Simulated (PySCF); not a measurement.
Working out the ionisation energy of Rh⁺

Rh⁺ [Kr] 4d8 (3F) → Rh²⁺ [Kr] 4d7 (4F). All numbers are calculated (PySCF 2.14, a scalar-relativistic core potential, in aug-cc-pVTZ-PP with one added diffuse shell each of s, p, d, f, g type with ECP28MDF (7s7p6d4f3g, 113 functions)). Frozen: 4s2 4p6. Energies in hartree (1 hartree = 27.21139 eV):

| part | Rh⁺ (lower) | Rh²⁺ (upper) |
| --- | --- | --- |
| UHF | -109.158288 | -108.566364 |
| MP2 opposite-spin | -0.141345 | -0.090664 |
| MP2 same-spin | -0.080878 | -0.066784 |

Q: What does Hartree-Fock give?

A: (-108.566364) − (-109.158288) = 0.591924 hartree = 16.107 eV.

Q: What do MP2 and SCS-MP2 (6/5 opposite-spin, 1/3 same-spin) give?

A: The opposite-spin parts differ by 1.379 eV and the same-spin parts by 0.384 eV. MP2: 16.107 + (1.379) + (0.384) = 17.870 eV. SCS-MP2: 16.107 + 1.2 × (1.379) + (0.384)/3 = 17.890 eV.

Reference: 18.08 eV (semi-empirical (NIST evaluation); NIST Atomic Spectra Database, ionization energies), between the lowest levels; spin-orbit coupling is absent from the calculation.

What remains against the reference includes basis incompleteness, the frozen core and correlation beyond second order.
